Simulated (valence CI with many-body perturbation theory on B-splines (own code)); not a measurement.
# From CI to CI+MBPT in Er27+

Computed by valence CI with perturbative core correlation (CI+MBPT): five valence electrons over a frozen Dirac-Fock core [Kr], a basis of 7 s, 7 p, 8 d, 6 f, 4 g, 1 h functions for each j, with the one-electron correlation potential Σ1, the two-electron term Σ2, the three-electron term Σ3, Breit, model QED; selected CI, second order for the rest (own B-spline code, finite nucleus).

The last digits are not significant, and no measured levels were compared; by estimate large intervals hold to a few tenths of a per cent, small ones and those within an open d or f shell to about a per cent. Only levels of the ground parity were solved; by the run's estimate the other parity begins above the list, which can be wrong where configurations are misplaced.

Each rung adds one term. CI alone is the Dirac-Coulomb CI over the frozen core; QED comes last and gives the full result, which names the levels. Energies are above (4d3/2^4 4d5/2) J=5/2 on the same rung, in eV.

Levels are named by their leading jj configuration (3d3/2^4 stands for four electrons in 3d with j = 3/2), which in mixed levels can hold well under half, so a name can repeat and another be missing. Letters in brackets count levels of one name in rising energy.

```
                      Level  CI alone    + Σ1    + Σ2    + Σ3  + Breit    Full
(4d3/2^3 4d5/2^2) J=5/2 [a]     7.314   7.365   7.309   7.338    7.172   7.194
(4d3/2^3 4d5/2^2) J=7/2 [a]    11.671  11.731  11.443  11.343   11.133  11.156
(4d3/2^3 4d5/2^2) J=3/2 [a]    11.850  11.909  11.819  11.685   11.514  11.538
   (4d3/2^3 4d5/2^2) J=11/2    12.697  12.762  12.312  12.211   11.921  11.945
    (4d3/2^3 4d5/2^2) J=9/2    13.758  13.827  13.415  13.292   13.033  13.058
(4d3/2^3 4d5/2^2) J=5/2 [b]    14.161  14.235  13.962  13.832   13.591  13.619
    (4d3/2^3 4d5/2^2) J=1/2    14.609  14.681  14.608  14.446   14.229  14.257
(4d3/2^3 4d5/2^2) J=7/2 [b]    16.495  16.563  16.114  15.824   15.600  15.624
(4d3/2^2 4d5/2^3) J=5/2 [a]    18.678  18.791  18.760  18.682   18.325  18.370
(4d3/2^3 4d5/2^2) J=3/2 [b]    19.814  19.896  19.857  19.616   19.373  19.405
(4d3/2^2 4d5/2^3) J=7/2 [a]    20.951  21.079  20.817  20.705   20.271  20.322
   (4d3/2^2 4d5/2^3) J=11/2    21.779  21.913  21.431  21.335   20.836  20.886
(4d3/2^2 4d5/2^3) J=9/2 [a]    22.330  22.459  22.068  21.923   21.462  21.511
(4d3/2^2 4d5/2^3) J=1/2 [a]    22.527  22.662  22.526  22.387   21.983  22.036
   (4d3/2^2 4d5/2^3) J=13/2    23.932  24.072  23.415  23.269   22.699  22.751
(4d3/2^2 4d5/2^3) J=3/2 [a]    23.087  23.219  23.347  23.189   22.778  22.831
(4d3/2^2 4d5/2^3) J=5/2 [b]    24.080  24.213  23.938  23.738   23.311  23.362
(4d3/2^2 4d5/2^3) J=9/2 [b]    26.046  26.180  26.003  25.771   25.303  25.354
(4d3/2^2 4d5/2^3) J=7/2 [b]    27.014  27.152  26.622  26.331   25.851  25.903
(4d3/2^2 4d5/2^3) J=5/2 [c]    26.943  27.078  26.931  26.675   26.263  26.315
(4d3/2^2 4d5/2^3) J=3/2 [b]    28.321  28.451  28.012  27.500   27.095  27.144
(4d3/2^2 4d5/2^3) J=1/2 [b]    29.318  29.451  29.138  28.746   28.340  28.391
(4d3/2^2 4d5/2^3) J=7/2 [c]    29.352  29.492  29.231  28.907   28.438  28.492
(4d3/2^2 4d5/2^3) J=9/2 [c]    32.032  32.180  31.722  31.349   30.854  30.910
  (4d3/2 4d5/2^4) J=5/2 [a]    31.395  31.590  31.740  31.550   30.929  31.008
  (4d3/2 4d5/2^4) J=7/2 [a]    34.371  34.574  34.572  34.326   33.652  33.733
     (4d3/2 4d5/2^4) J=11/2    35.559  35.768  35.556  35.330   34.586  34.666
  (4d3/2 4d5/2^4) J=3/2 [a]    35.427  35.621  35.651  35.370   34.780  34.856
(4d3/2^2 4d5/2^3) J=5/2 [d]    36.782  36.947  36.743  36.270   35.770  35.833
(4d3/2^2 4d5/2^3) J=3/2 [c]    37.480  37.616  37.023  36.408   36.000  36.053
      (4d3/2 4d5/2^4) J=9/2    38.252  38.450  38.075  37.676   36.999  37.076
```

Q: How does the ionisation energy move along the ladder, and which term matters most?

A: CI alone 984.66, + Σ1 987.09, + Σ2 990.09, + Σ3 990.19, + Breit 989.98, + QED 990.01 eV. The largest step is Σ2, 3.00 eV. NIST lists 989 ± 4 eV (theoretical).
